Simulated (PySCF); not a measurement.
H6O4W, multiplicity 1. Atoms are numbered in the order given.

```xyz
11

W      0.0000     0.0000     0.0472
O      1.4797    -0.8786    -0.7686
H      2.1262    -1.5235    -0.4669
O      0.8239     1.6785     0.3054
H      1.4758     1.9448     0.9597
O     -1.4797     0.8786    -0.7686
H     -2.1262     1.5235    -0.4669
O     -0.8239    -1.6785     0.3054
H     -1.4758    -1.9448     0.9597
H      0.8611    -0.3405     1.4657
H     -0.8611     0.3405     1.4657
```

Geometry: PBE0-D3(BJ)/def2-SVP. The multiplicity is an assumed one; no other spin state was optimised. The structure was generated by enumeration; whether it is a known compound was not checked. The def2 effective core potentials stand for the cores of W; spin–orbit coupling is left out. Other conformers were not sampled.

Method: r2SCAN/def2-TZVP (PySCF).

The molecule is in vacuum.

| Quantity | Result |
|---|---|
| total energy | -371.75555 hartree |
| point group | C2 |
| highest occupied level | -6.46 eV |
| lowest empty level | -2.49 eV |
| orbital gap | 3.96 eV |
| dipole moment | 1.62 D |
| quadrupole, principal values (traceless, Buckingham form, about the centre of nuclear charge) | -7.88, 0.00, 7.87 D·Å |
| mean static polarisability | 64.0 bohr³ (9.49 Å³) |
| polarisability, principal values | 54.0, 66.1, 71.9 bohr³ |
